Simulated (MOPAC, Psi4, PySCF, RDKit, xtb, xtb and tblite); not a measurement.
Two geometries of C₄H₉BSSi₂, SMILES B[SiH2][SiH2]c1cccs1, relaxed at GFN2-xTB with one dihedral held; other torsions can differ between them too.

Structure A

```
17

B      2.5102    -0.8663    -0.0037
Si     1.1609     0.3844     0.6016
Si    -0.6391    -0.8452     1.4656
C     -0.9130    -0.4070     3.2670
C     -1.8590     0.3987     3.8289
C     -1.7194     0.5594     5.2239
C     -0.6556    -0.1233     5.7179
S      0.1880    -0.9727     4.4849
H      2.4671    -1.3337    -1.0769
H      3.3577    -1.2534     0.7054
H      1.5654     1.3417     1.6506
H      0.5842     1.2699    -0.4298
H     -0.4312    -2.3011     1.4240
H     -1.9299    -0.5952     0.8121
H     -2.6406     0.8606     3.2519
H     -2.3805     1.1541     5.8294
H     -0.3116    -0.1868     6.7312
```

Structure B

```
17

B      1.7268    -3.9595     2.7306
Si     1.0329    -2.2370     3.2829
Si     0.6536    -0.9521     1.3595
C     -1.0950    -1.2417     0.7489
C     -2.1921    -0.4377     0.8426
C     -3.3722    -1.0154     0.3273
C     -3.1665    -2.2679    -0.1525
S     -1.5273    -2.7568     0.0177
H      1.0176    -4.8539     2.4695
H      2.8734    -4.1293     2.5623
H      1.9120    -1.4148     4.1375
H     -0.2347    -2.2420     4.0404
H      0.7532     0.5014     1.5397
H      1.5446    -1.2915     0.2395
H     -2.1497     0.5494     1.2682
H     -4.3274    -0.5207     0.3142
H     -3.8723    -2.9389    -0.6007
```

Problem. Which is lower in energy at the level Psi4 with B3LYP-D3(BJ)/def2-SVP // GFN2-xTB, and by how much?

Solution. B is lower, by 2.66 kJ/mol (dihedral B1–Si2–Si3–C4: 120° in A, 90° in B).

E(B) − E(A) in kJ/mol at the other levels, on the same two geometries: GFN2-xTB (xtb and tblite) -0.97; B3LYP/def2-SVP // GFN2-xTB (Psi4) -1.82; PBE/def2-SVP // GFN2-xTB (Psi4) -1.92; PBE-D3(BJ)/def2-SVP // GFN2-xTB (Psi4) -2.42; UFF // GFN2-xTB (RDKit) -2.42; PM7, restricted, heats of formation // GFN2-xTB (MOPAC) -2.37; AM1, restricted, heats of formation // GFN2-xTB (MOPAC) 0.81; GFN1-xTB // GFN2-xTB (xtb) -0.19; restricted B3LYP/6-31G*, spherical d, density fitting // GFN2-xTB (PySCF) -1.22; restricted Hartree-Fock/3-21G, density fitting // GFN2-xTB (PySCF) -2.43; restricted BP86/6-31G*, spherical d, density fitting // GFN2-xTB (PySCF) -1.15; restricted B3LYP/LANL2DZ, with its core potentials past Ne // GFN2-xTB (PySCF) -1.25.
